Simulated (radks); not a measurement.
In XIX, configuration [Ar] 3d10 4s2 4p1 (the NIST ground configuration). Method: non-relativistic Kohn-Sham, TPSS, spin-polarised, spherical densities, point nucleus; open shells are filled with parallel spins first (spin-orbit coupling, left out, can overturn this in heavy ions); meta-GGA in the generalised Kohn-Sham scheme; relativity is left out, which matters for an element this heavy; computed with a radial shooting solver on a logarithmic mesh with Libxc functionals.

Unscreened Slater integrals over Kohn-Sham orbitals (hartree). They are taken over the spin-up orbitals. Empty in this configuration: 4d.

integral,value
"F0(4p,4p)",1.1470
"F2(4p,4p)",0.60697
"F0(4p,4s)",1.1575
"G1(4p,4s)",0.79231
"F0(4p,3d)",1.4599
"F2(4p,3d)",0.39762
"G1(4p,3d)",0.13161
"G3(4p,3d)",0.13061
"F0(4p,3p)",1.4392
"F2(4p,3p)",0.42384
"G0(4p,3p)",0.11269
"G2(4p,3p)",0.13703
"F0(4p,4d)",1.1291
"F2(4p,4d)",0.58729
"G1(4p,4d)",0.73935
"G3(4p,4d)",0.47169
"F0(4s,4s)",1.1689
"F0(4s,3d)",1.4763
"G2(4s,3d)",0.13175
"F0(4s,3p)",1.4558
"G1(4s,3p)",0.13881
"F0(4s,4d)",1.1392
"G2(4s,4d)",0.57750
"F0(3d,3d)",2.8559
"F2(3d,3d)",1.4364
"F4(3d,3d)",0.91948
"F0(3d,3p)",2.6876
"F2(3d,3p)",1.2989
"G1(3d,3p)",1.4612
"G3(3d,3p)",0.94889
"F0(3d,4d)",1.4414
"F2(3d,4d)",0.39217
"F4(3d,4d)",0.19243
"G0(3d,4d)",0.13156
"G2(3d,4d)",0.16035
"G4(3d,4d)",0.12442
"F0(3p,3p)",2.5849
"F2(3p,3p)",1.3077
"F0(3p,4d)",1.4118
"F2(3p,4d)",0.39494
"G1(3p,4d)",0.092443
"G3(3p,4d)",0.097964
"F0(4d,4d)",1.1139
"F2(4d,4d)",0.57465
"F4(4d,4d)",0.39167

Derived for the open shells (J is the average intra-shell exchange parameter used in DFT+U). 4p: J = F2/5 = 0.1214 hartree.
